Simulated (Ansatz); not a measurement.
CH$_{5}$ClOSSi (`OC[SiH](S)Cl`). The species carries charge 0 and has multiplicity 1.

```xyz
10

O     1.0233   -0.8003    0.9006
C    -0.0435    0.1305    0.9409
Si   -0.4697    0.6132   -0.8279
S    -0.6255   -1.1448   -1.9968
Cl    0.9729    1.9069   -1.5202
H     1.2553   -1.0508    1.7978
H     0.2214    1.0364    1.5026
H    -0.9462   -0.2980    1.3996
H    -1.7625    1.3306   -0.8930
H     0.3745   -1.7236   -1.3037
```

Q: Give the diagnostics of a CCSD(T)/def2-TZVPP run (frozen core, the Gaussian-basis code of Ansatz). (An estimate is asked.)

A: Ansatz gave: T1 = 0.0104, largest single amplitude 0.011, largest double 0.015, (T) share of the correlation energy 4.0 %, 9 CCSD cycles. The RHF solution is stable towards an unrestricted one. T1 lies under the customary mark of 0.02 for closed shells.
